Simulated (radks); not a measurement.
Effect of the nuclear size on the thallium ion Tl+, [Hg]. All-electron calculation, Dirac Kohn-Sham, PBE, spin-unpolarised, spherical densities, finite nucleus; Fermi nuclear charge, rms radius 5.4759 fm. Program: a radial shooting solver on a logarithmic mesh with Libxc functionals. The rms radius is varied about that value; shifts are against it.

rms radius (fm),total energy shift (eV),density at nucleus (e/bohr^3),1s1/2 shift (meV),2s1/2 shift (meV),4p1/2 shift (meV),5s1/2 shift (meV),5p1/2 shift (meV),6s1/2 shift (meV),6p1/2 (empty) shift (meV)
4.7859,-28.1,2.671e+06,-11200,-1690,-1.81,-19.5,0.496,-1.80,0.386
5.0543,-17.4,2.61e+06,-6950,-1050,-1.13,-12.1,0.307,-1.12,0.240
5.4759,0,2.523e+06,0.000,0.000,0.000,0.000,0.000,0.000,0.000
5.8866,17.7,2.447e+06,7080,1060,1.16,12.3,-0.311,1.14,-0.244
6.5711,48.9,2.335e+06,19500,2940,3.21,33.9,-0.854,3.13,-0.672

Slopes of the eigenvalues against <r^2> in GHz/fm^2, as finite differences over the two radii next to the reference (eigenvalue slopes, not the field-shift constants of lines): 1s1/2 372000, 2s1/2 56100, 4p1/2 60.7, 5s1/2 648, 5p1/2 -16.4, 6s1/2 59.8, 6p1/2 (empty) -12.8.
